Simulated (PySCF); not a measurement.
**Two-component Hartree-Fock for I⁵¹⁺ (iodine, charge +51)**

Start: 1s2. Calculated with PySCF 2.14 in an uncontracted even-tempered set (15 s from 120 bohr⁻², ratio 2.4; 11 p from 160 bohr⁻², ratio 2.4; 3 d from 500 bohr⁻², ratio 2.6; 3 f from 750 bohr⁻², ratio 2.6): generalised Hartree-Fock with the X2C-1e Hamiltonian and a Gaussian nucleus; one run each with spin-orbit coupling (SO) switched off, then screened by Boettger's factors.

```tsv
spinor shell	electrons	ε, spin-free (eV)	ε, screened SO (eV)	weight of nominal j (screened SO)	rms radius, screened SO (bohr)
1s1/2	2	-38784.8	-38784.8	1.000	0.0309
```

```csv
quantity,spin-free,screened SO
E (hartree),-2886.49553,-2886.49553
M_J,0,0
⟨J²⟩,0.000,0.000
⟨L²⟩,0.000,0.000
⟨S²⟩,0.000,0.000
```

Breit and QED terms are absent; they matter most for the inner s and p1/2 levels.

Densities and radii are taken from the X2C orbitals without a picture-change correction, which distorts them close to the nucleus.

Without spin-orbit coupling the j labels of p, d and f shells carry no meaning; the spin-free column gives the mean over the occupied spinors of each nl shell.
